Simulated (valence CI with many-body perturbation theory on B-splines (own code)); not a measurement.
# Which ion has this spectrum?

A relativistic CI+MBPT calculation for an atom or ion with 5 electrons gives these levels (Ry):

| J | Parity | E | g |
| --- | --- | --- | --- |
| 1/2 | odd | 0.000 | 0.64 |
| 1/2 | even | 10.679 | 2.23 |
| 3/2 | odd | 18.795 | 1.32 |
| 3/2 | even | 26.273 | 1.67 |
| 5/2 | even | 28.418 | 1.37 |
| 3/2 | even | 31.797 | 0.96 |
| 1/2 | even | 31.911 | 1.20 |
| 3/2 | odd | 43.375 | 1.38 |
| 5/2 | even | 46.414 | 1.40 |
| 1/2 | even | 51.357 | 1.86 |
| 3/2 | even | 51.438 | 1.20 |
| 3/2 | odd | 60.085 | 1.43 |
| 5/2 | odd | 61.443 | 1.18 |
| 1/2 | odd | 64.025 | 0.64 |

The energies are calculated, and their last digits are not significant.

Problem. Which is it?
A. Te47+
B. I48+
C. Ag42+
D. Sn45+

Solution. D. Sn45+, ground level (2s^2 2p1/2) J=1/2.
